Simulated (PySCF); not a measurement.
Nickel: a sound run and one with changed settings

Sound run: Ni [Ar] 3d8 4s2, Ni⁺ [Ar] 3d9. Computed with PySCF 2.14 in x2c-SVPall, with scalar relativity by spin-free X2C-1e. In the sound run the correlated levels freeze [Ar]. The sound run starts from symmetry-adapted Hartree-Fock orbitals and uses a fine grid where one is needed.

Changed run: the non-relativistic Hamiltonian (point nucleus). This setting is unsound on purpose.

```csv
species,method,sound run (hartree),changed run (hartree),converged
Ni,UHF,-1518.83277,-1502.69522,yes
Ni,PBE,-1520.04783,-1503.90876,yes
Ni,MN15,-1521.12366,-1504.98845,yes
Ni,MP2,-1519.02747,-1502.88926,yes
Ni⁺,UHF,-1518.53264,-1502.41726,yes
Ni⁺,PBE,-1519.77096,-1503.65748,yes
Ni⁺,MN15,-1520.88186,-1504.77443,yes
Ni⁺,MP2,-1518.78117,-1502.66532,yes
```

Ionisation energy of Ni:

| method | sound run (eV) | changed run (eV) |
| --- | --- | --- |
| UHF | 8.167 | 7.564 |
| PBE | 7.534 | 6.838 |
| MN15 | 6.580 | 5.824 |
| MP2 | 6.702 | 6.094 |
| SCS-MP2 | 7.012 | 6.401 |

Most of the change in total energy is the relativistic energy itself. On top of that the contraction fixes the core shape for the Hamiltonian it was made with, so the changed run is not a good calculation with the other Hamiltonian either.

For comparison, NIST gives 7.640 eV between the lowest levels.
